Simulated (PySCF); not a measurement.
This script is equivalent to a calculation on Bi²⁺ (bismuth, charge +2).

```python
from pyscf import gto, scf, dft, mp, cc
import basis_set_exchange as bse
mol = gto.M(atom="Bi 0 0 0", charge=2, spin=1, symmetry="D2h",
            basis=gto.basis.parse(bse.get_basis("ANO-RCC-VTZP", elements=["Bi"], fmt="nwchem")),
            nucmod="G")
mf = scf.UHF(mol).sfx2c1e()
mf.irrep_nelec = {'Ag': (12, 12), 'B1g': (3, 3), 'B2g': (3, 3), 'B3g': (3, 3), 'Au': (1, 1), 'B1u': (6, 6), 'B2u': (7, 6), 'B3u': (6, 6)}
mf.kernel()
```

(1) What total energy does it give?

(2) Which occupied shell lies highest, and where?

(3) What is ⟨S²⟩, and what would a pure spin state give?

Spin-orbit coupling, absent here, splits the open shell strongly.

Answers

(1) -21527.46818 hartree (calculated).

(2) 6p α, at -23.352 eV.

(3) 0.756, against 0.75.
